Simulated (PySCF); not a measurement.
**ORD: SMILES B[Si@@H]1C[C@@H]1Cl, C2H6BClSi**

Cartesian coordinates in Å; atom numbers follow the order of the lines, from 1:
```xyz
11

B     1.8560   -0.8024    0.6325
Si    0.6674    0.5696    0.0588
C    -1.2104    0.4208    0.4476
C    -0.9071    0.1197   -0.9803
Cl   -1.1780   -1.5299   -1.5288
H     2.9835   -0.5658    0.8399
H     1.4918   -1.9014    0.8009
H     0.9092    1.9858   -0.2492
H    -1.5352   -0.4155    1.0482
H    -1.7972    1.3095    0.6290
H    -1.2746    0.8122   -1.7247
```

Level of theory: PySCF 2.14.0, TDDFT LC-wPBE/def2-SVPD circular dichroism and optical rotation, one conformer, gas phase. Geometry: GFN2-xTB.

Stereocentres: Si2 R, C4 S.

Question: What is the specific rotation at 633, 589.3, 546, 436, 405, 365, 355 nm?

Answer: [α] in deg dm⁻¹ (g/mL)⁻¹:
```csv
λ (nm),origin-invariant length gauge,modified velocity gauge,length gauge (centre of mass),isotropic polarisability (au)
633,+345.5,+395.2,+335.1,85.5
589.3,+427.9,+487.8,+415.0,86.3
546,+546.1,+619.9,+529.5,87.3
436,+1299.0,+1448.4,+1258.3,92.5
405,+1869.6,+2067.8,+1809.9,95.6
365,+3570.4,+3892.8,+3451.2,103.3
355,+4429.2,+4807.0,+4278.7,106.6
```

Question: And for the mirror image at 589.3 nm?

Answer: -427.9 deg dm⁻¹ (g/mL)⁻¹ (origin-invariant length gauge): the same size and the opposite sign.

Question: What is the molar rotation [Φ] = [α]·M/100 of the geometry above at 589.3 nm?

Answer: With M = 104.42 g/mol, +446.8 deg cm² dmol⁻¹ (origin-invariant length gauge).

The first excitation lies at 4.19 eV (296 nm) with R = +37.3 × 10⁻⁴⁰ esu² cm² (velocity form).
